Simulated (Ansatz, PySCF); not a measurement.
Process, species as SMILES: F[SiH2]F -> F[SiH-]F + H+
Each molecule is optimised on its own at B3LYP-D3(BJ)/def2-TZVP (Ansatz, a first-principles code). Frequencies are from PySCF.
Geometry of the first species:
```
Si
F 1 1.5916
F 1 1.5916 2 107.98
H 1 1.4696 2 108.50 3 -117.41
H 1 1.4696 4 114.67 2 121.46
```

Property: gas-phase deprotonation energy (enthalpy at 298 K, with B3LYP-D3(BJ) rigid-rotor harmonic-oscillator terms), in kcal/mol. Valence correlation only, unless marked. No spin-orbit coupling. No relativistic terms. Anions need diffuse functions: aug- sets have them; def2-D sets add few; the other sets have none. Basis-set limits of correlation are two-point, X^-3; Hartree-Fock from the larger set. The bracket is a focal-point correction in the basis named.

RI-MP2/CBS(aug-cc-pV(T+d)Z,aug-cc-pV(Q+d)Z)+[CCSD(T)-MP2]/aug-cc-pV(T+d)Z (Ansatz) gives 371.3 kcal/mol.

Another calculation gave 365.1 kcal/mol. Which level was it?
A. M06-L/def2-TZVPD (PySCF)
B. PBE0/def2-TZVPD (Ansatz)
C. TPSSh/def2-TZVPD (PySCF)
D. wB97M-V/def2-TZVPD (Ansatz)

D, wB97M-V/def2-TZVPD (Ansatz). The others give 368.6 (PBE0), 376.1 (M06-L), 371.9 (TPSSh) kcal/mol.
